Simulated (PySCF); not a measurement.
Relaxation of doublet TiF₃

These are results of UPBE0 in PySCF with Ti def2-TZVP, F def2-TZVP; no relativity; density-fitted integrals, not measurements. A (50,194) grid was used.

A hand-made trigonal planar start, of D3h symmetry, held to at least that symmetry:

Coordinates in bohr (charge 0 multiplicity 2):
```
Ti    0.0000    0.0000    0.0000
F     3.7795    0.0000    0.0000
F    -1.8898    3.2731    0.0000
F    -1.8898   -3.2731    0.0000
```

(1) What does it relax to?

(2) How much energy is released, and in how many steps?

Answers

(1) It ends at D3h with Ti–F 1.770 Å (×3); F–Ti–F 120.0° (×3). A frequency run shows a minimum. Other isomers or separated fragments may lie lower.

(2) 162.5 kJ/mol in 5 steps.

Other spin states or occupations of the open shell can lie lower.

The relaxation took 16 s on 4 threads of a shared Arm Neoverse V1 host, with 138 basis functions and 6 gradients; the process peaked at 0.79 GiB. Launch command: `OMP_NUM_THREADS=4 python axn.py task.json out`.
